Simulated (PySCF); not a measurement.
PySCF input for GaCl2, SMILES [Ga+]([Cl])[Cl], charge +1, C-PCM-M06-2X/def2-SVP. Geometry: r2SCAN-D4/def2-TZVP. The spin state was assumed, not searched. The isomer is the one that the SMILES or the coordinates give; other isomers of the formula were not compared.

```python
import numpy as np
from pyscf import gto, scf, dft
from pyscf.solvent import pcm

mol = gto.M(
    atom='''
    Ga    0.00000000    0.00000000    0.00000000
    Cl    0.00000000    0.00000000   -2.02068475
    Cl    0.00000000    0.00000000    2.02068475
    ''',
    basis='def2-SVP',
    charge=1,
    spin=0,
    max_memory=1600,
    verbose=3,
)
mf = dft.RKS(mol, xc='m06-2x').density_fit(auxbasis='def2-universal-jkfit')
mf.grids.level = 4
mf.conv_tol = 1e-9
mf.max_cycle = 100
mf.kernel()
res = {}
for name, eps in {'water': 78.355, 'ethanol': 24.852, 'dichloromethane': 8.93}.items():
    s = mf.PCM()
    s.with_solvent.method, s.with_solvent.eps, s.with_solvent.lebedev_order = 'C-PCM', eps, 29
    s.kernel(mf.make_rdm1())
    res[name] = (s.e_tot, eps, s.dip_moment(), s.mo_energy, s.converged)
    print(f'{name}: electrostatic solvation free energy {(s.e_tot - mf.e_tot) * 627.509474:.3f} kcal/mol')
```

Output:

```
converged SCF energy = -2844.47484693079

WARN: PCM is an experimental feature. It is still in testing.
Features and APIs may be changed in the future.

converged SCF energy = -2844.58467323092

WARN: System has nonzero charge 1; the dipole moment is origin-dependent.
Location of origin: [0. 0. 0.]

Dipole moment(X, Y, Z, Debye): -0.00000, -0.00000, -0.00000
water: electrostatic solvation free energy -68.917 kcal/mol

WARN: PCM is an experimental feature. It is still in testing.
Features and APIs may be changed in the future.

converged SCF energy = -2844.58152116196

WARN: System has nonzero charge 1; the dipole moment is origin-dependent.
Location of origin: [0. 0. 0.]

Dipole moment(X, Y, Z, Debye): -0.00000, -0.00000,  0.00000
ethanol: electrostatic solvation free energy -66.939 kcal/mol

WARN: PCM is an experimental feature. It is still in testing.
Features and APIs may be changed in the future.

converged SCF energy = -2844.57332049458

WARN: System has nonzero charge 1; the dipole moment is origin-dependent.
Location of origin: [0. 0. 0.]

Dipole moment(X, Y, Z, Debye): -0.00000,  0.00000, -0.00000
dichloromethane: electrostatic solvation free energy -61.793 kcal/mol
```

The run converged.
